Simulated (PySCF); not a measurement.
# Electron correlation in Si²⁺ (silicon, charge +2)

[Ne] 3s2, closed-shell 1S. All numbers are calculated (PySCF 2.14, the spin-free X2C one-electron Hamiltonian (Gaussian nucleus), in dyall-acv3z (19s12p6d4f, 113 functions)). Frozen: 1s2; 10 electrons correlated; the 18 highest virtual orbitals of each spin left out.

```csv
level,correlation energy (mhartree)
CCSD,-341.03
(T),-3.68
CCSD(T),-344.71
```

Diagnostics: T1 = 0.0054, D1 = 0.0166, largest double amplitude 0.105.

Cost of the coupled-cluster step: about 15 core-seconds, for 10 correlated electrons.
